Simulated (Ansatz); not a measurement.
Mulliken charges of CH₆NSbSi (`C1[NH][SbH][SiH2]1`) from r2SCAN/def2-TZVPP in Ansatz (PBE0-D4/def2-TZVP geometry).

```
atom   x (Å)   y (Å)   z (Å)  charge (e)
  C1  -0.634   0.438  -0.557      -0.082
  N2  -0.056  -0.761  -1.206      -0.444
 Sb3   0.930  -1.791   0.322       0.366
 Si4   0.503   0.665   0.955       0.169
  H5  -0.703   1.284  -1.247       0.052
  H6  -1.655   0.206  -0.235       0.073
  H7   0.621  -0.491  -1.910       0.146
  H8  -0.564  -2.253   1.029      -0.110
  H9  -0.057   1.165   2.245      -0.090
 H10   1.699   1.486   0.607      -0.080
```

Task: By hand: the dipole of these point charges (1 e Å = 4.8032 D).

Result: Σ q r = (0.367, -0.207, 0.136) e Å, of length 0.443 e Å = 2.13 D.

Task: How does the dipole of the full density compare? (Best estimate.)

Result: The calculation gave: (0.122, 0.165, 0.004) e Å, 0.99 D; the point charges give 2.15 times that, at 83° from its direction.

Point charges leave out the atoms' own dipoles, such as those of lone pairs, and Mulliken's split depends on the basis, so the two needn't agree.
